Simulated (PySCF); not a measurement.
## Spinor energies of Ag²⁺ (silver, charge +2)

Start: [Kr] 4d8 5s1; 4d3/2 filled at m_j = -1/2, +1/2, +3/2; 4d5/2 filled at m_j = -3/2, -1/2, +1/2, +3/2, +5/2; 5s1/2 filled at m_j = +1/2. Calculated with PySCF 2.14 in x2c-SVPall-2c with one added diffuse shell each of s, p, d type (7s9p7d1f, 76 functions): generalised Hartree-Fock with the X2C-1e Hamiltonian and a Gaussian nucleus; one run each with spin-orbit coupling (SO) switched off, then screened by Boettger's factors. This is a chosen level, not necessarily the ground level.

```csv
spinor shell,electrons,"ε, spin-free (eV)","ε, screened SO (eV)",weight of nominal j (screened SO),"rms radius, screened SO (bohr)"
1s1/2,2,-25671.8,-25669.8,1.000,0.0357
2s1/2,2,-3890.8,-3890.2,1.000,0.146
2p1/2,2,-3487.1,-3608.8,1.000,0.127
2p3/2,4,-3487.1,-3430.8,1.000,0.131
3s1/2,2,-774.72,-774.52,1.000,0.392
3p1/2,2,-638.58,-660.78,1.000,0.387
3p3/2,4,-638.58,-628.17,1.000,0.398
3d3/2,4,-424.16,-428.13,0.997,0.374
4s1/2,2,-145.12,-145.06,1.000,0.976
4p1/2,2,-102.76,-107.98,0.952,1.05
4p3/2,4,-102.76,-100.22,0.976,1.07
4d5/2,5,-42.112,-41.995,0.617,1.36
4d3/2,3,-42.112,-42.345,0.648,1.36
5s1/2,1,-24.884,-24.882,1.000,3.07
```

Where does 3d5/2 lie, and what is the 3d spin-orbit splitting (screened SO)?

At -421.28 eV, 6.852 eV above 3d3/2.

```tsv
quantity	spin-free	screened SO
E (hartree)	-5310.58639	-5311.55674
M_J	9/2	9/2
⟨J²⟩	24.755	24.756
⟨L²⟩	12.005	12.069
⟨S²⟩	3.750	3.745
```

Each row is a mean over spinors that exchange with the open shell spreads, by up to 8.737 eV (4p3/2).

Rows whose weight is well below 1 are mixtures of j = l ± 1/2: exchange outweighs spin-orbit coupling there, and the label is only the starting occupation.

Breit and QED terms are absent; they matter most for the inner s and p1/2 levels.

Densities and radii are taken from the X2C orbitals without a picture-change correction, which distorts them close to the nucleus.

Without spin-orbit coupling the j labels of p, d and f shells carry no meaning; the spin-free column gives the mean over the occupied spinors of each nl shell.
